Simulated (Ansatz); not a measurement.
Ansatz (a program for electronic structure) input (CCSD(T)/cc-pVTZ):

Ansatz 0.2 input:
```yaml
crystal:
  periodic: [false, false, false]
  atoms:
    - {symbol: C, position_ang: [1.80656594, -0.07992923, -0.24679120]}
    - {symbol: Si, position_ang: [-0.02454918, -0.00583127, 0.01315256]}
    - {symbol: O, position_ang: [-0.76911186, 1.03031715, -1.03652801]}
    - {symbol: O, position_ang: [-0.76621183, -1.44658996, -0.25843420]}
    - {symbol: O, position_ang: [-0.23234157, 0.42729227, 1.58338397]}
    - {symbol: H, position_ang: [2.27860565, 0.87603881, -0.01034110]}
    - {symbol: H, position_ang: [2.25290822, -0.83929150, 0.39742828]}
    - {symbol: H, position_ang: [2.04141092, -0.32968613, -1.28277775]}
    - {symbol: H, position_ang: [-0.51560055, 1.95596761, -1.02179364]}
    - {symbol: H, position_ang: [-1.30129675, -1.51389686, -1.05300941]}
    - {symbol: H, position_ang: [-1.11041240, 0.32392548, 1.95973091]}
basis:
  gaussian:
    orbitals: cc-pVTZ
magnetization: {spin_polarized: false}
correlation: {method: ccsd_t, electrons: outside_noble_gas}
```

Output:

```
Functional definition: HF
integrals: 1.36 GiB planned
1378 factors; integrals over basis functions are off by at most 1.1e-3 eV
1.32 GiB of device memory are held for the factors and their scratch space
mean field: 1.13 GiB planned
mean field evaluation 1: about -15101.5272 eV, gradient 5.7e1 eV
mean field evaluation 2: about -15101.7524 eV, gradient 5.7e1 eV
mean field evaluation 4: about -15107.3958 eV, gradient 3.6e0 eV
mean field evaluation 8: about -15107.4501 eV, gradient 2.1e-1 eV
mean field evaluation 16: about -15105.5277 eV, gradient 3.3e1 eV
mean field -15107.45024876 eV, -555.1885564445 hartree, gradient 5.0e-6 eV, S^2 0.000000; 0 other end points of the search recorded, 0 dependent functions left out
9 core orbitals not correlated
reference -15107.45024876 eV, -555.1885564445 hartree; 16, 16 occupied and 213, 213 virtual orbitals, 1378 factors
second order -27.78785289 eV of doubles, -0.00000000 eV of singles
coupled cluster: 9.86 GiB planned
cycle   1  -27.77732748 eV  change    1.1e-2 eV  update   9.7e-2
cycle   2  -28.34030604 eV  change   -5.6e-1 eV  update   2.6e-2
cycle   3  -28.45917580 eV  change   -1.2e-1 eV  update   1.3e-2
cycle   4  -28.44396318 eV  change    1.5e-2 eV  update   2.5e-3
cycle   5  -28.44406571 eV  change   -1.0e-4 eV  update   1.1e-3
cycle   6  -28.44460156 eV  change   -5.4e-4 eV  update   3.1e-4
cycle   7  -28.44440087 eV  change    2.0e-4 eV  update   1.2e-4
cycle   8  -28.44435430 eV  change    4.7e-5 eV  update   3.2e-5
cycle   9  -28.44436162 eV  change   -7.3e-6 eV  update   1.1e-5
perturbative correction -1.00438492 eV, -0.0369104649 hartree
Total energy: -15136.89899530 eV, -556.2707779186 hartree
```
